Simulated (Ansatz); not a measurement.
CF3 (SMILES F[C](F)F), doublet, geometry from GFN2-xTB, with bond 1-2 at 1.8 times its length; Ansatz (an electronic-structure program) with B3LYP/def2-SV(P).

The Ansatz input:
Ansatz 0.2 input:
```yaml
crystal:
  periodic: [false, false, false]
  atoms:
    - {symbol: F, position_ang: [-1.10821134, 1.99269341, -0.34938279]}
    - {symbol: C, position_ang: [-0.00906407, -0.00843182, 0.30888598]}
    - {symbol: F, position_ang: [-0.64050898, -1.08653107, -0.11720652]}
    - {symbol: F, position_ang: [1.26625314, -0.01115214, -0.03189858]}
basis:
  gaussian:
    orbitals: def2-SV_P_.json
hamiltonian:
  xc: b3lyp
magnetization: {spin_polarized: true, initial_magnetization: 1}
scf: {lower_state_search: standard}
```
The basis file holds def2-SV(P) in the JSON format of the Basis Set Exchange.

What the program printed (banner, timings and long lists left out):

```
Functional definition: B3LYP
536 factors; integrals over basis functions are off by at most 8.4e-4 eV
mean field evaluation 1: about -9167.1188 eV, gradient 3.8e1 eV
mean field evaluation 2: about -8794.6796 eV, gradient 1.7e2 eV
mean field evaluation 4: about -9173.7041 eV, gradient 1.7e1 eV
mean field evaluation 8: about -9174.7955 eV, gradient 6.1e-1 eV
mean field evaluation 16: about -9174.8867 eV, gradient 2.0e-2 eV
mean field evaluation 32: about -9174.8868 eV, gradient 1.3e-5 eV
mean field -9174.88679581 eV, -337.1708707846 hartree, gradient 1.3e-5 eV, S^2 0.812735; 3 other end points of the search recorded, 0 dependent functions left out
reference -9174.88690550 eV, -337.1708748156 hartree; 17, 16 occupied and 39, 40 virtual orbitals, 536 factors
Total energy: -9174.88690550 eV, -337.1708748156 hartree
```
